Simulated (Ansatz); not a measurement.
Other settings, tried on [SnBr3]- (SnBr₃⁻).

```yaml
crystal:
  periodic: [false, false, false]
  atoms:
    - {symbol: Sn, position_ang: [-0.004096, 0.005782, 0.974139]}
    - {symbol: Br, position_ang: [2.367981, -0.032408, -0.314652]}
    - {symbol: Br, position_ang: [-1.155493, 2.062875, -0.341782]}
    - {symbol: Br, position_ang: [-1.208391, -2.036249, -0.317706]}
basis:
  gaussian: {orbitals: ANO-RCC-VTZP}
total_charge: -1
hamiltonian: {xc: {name: r2SCAN0}, pseudopotentials: {relativity: scalar}}
output: {forces: true}
```

```sh
$ ansatz run in.yaml --threads 4 --pin off --events-out ev --progress --plain --max-ram 3916MiB
```

It prints (some lines left out):

```
Functional definition: r2SCAN0
1481 factors; integrals over basis functions are off by at most 7.5e-4 eV
mean field evaluation 1: about -380836.2908 eV, gradient 1.6e1 eV
mean field evaluation 2: about -380835.9050 eV, gradient 2.0e1 eV
mean field evaluation 4: about -380836.8739 eV, gradient 6.0e-1 eV
mean field evaluation 8: about -380836.8887 eV, gradient 4.3e-2 eV
mean field evaluation 16: about -380836.8887 eV, gradient 4.0e-5 eV
mean field -380836.88865524 eV, -13995.4975175654 hartree, gradient 4.0e-5 eV, S^2 0.000000; 0 other end points of the search recorded, 0 dependent functions left out
reference -380836.88867272 eV, -13995.4975182078 hartree; 78, 78 occupied and 119, 119 virtual orbitals, 1481 factors
Total energy: -380836.88867272 eV, -13995.4975182078 hartree
Relativity: scalar
Atom 0 at    -0.004096     0.005782     0.974139 Å, force     0.002946    -0.004166    -0.692479 eV/Å
Atom 1 at     2.367981    -0.032408    -0.314652 Å, force    -0.470179     0.007419     0.228844 eV/Å
Atom 2 at    -1.155493     2.062875    -0.341782 Å, force     0.228362    -0.407907     0.234186 eV/Å
Atom 3 at    -1.208391    -2.036249    -0.317706 Å, force     0.238870     0.404654     0.229448 eV/Å
Dipole moment:    -0.002639     0.003687     0.618546 e Å
```

Run time 28 s (4 threads of Arm Neoverse V1 on a shared host), peak host memory 0.85 GiB.

DK, ANO-RCC and x2c sets are all-electron and run with scalar relativity unless a key says otherwise. The highest occupied level of an anion often lies above zero with these methods, and sets without diffuse functions describe the outer electron poorly.

The dipole of an ion depends on the origin.
